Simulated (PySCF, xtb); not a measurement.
AsBH₄O, SMILES OB[AsH2]. One conformer was computed; it need not be the lowest.

Harmonic wavenumbers (cm⁻¹) from GFN2-xTB in xtb at its own minimum, in rising order: 115, 256, 461, 480, 682, 716, 839, 955, 1006, 1095, 1293, 1824, 1920, 2572, 3548.

### Question
What does PBE-D3(BJ)/def2-TZVP (PySCF 2.14.0) give at its own minimum? (The exact figures need the calculation; the answer reports its results.)

### Answer
147, 249, 448, 493, 663, 683, 844, 947, 969, 1133, 1302, 2110, 2148, 2555, 3691. Paired by order, the mean absolute difference is 59 cm⁻¹ and the zero-point energies are 25.4 and 26.3 kcal/mol.
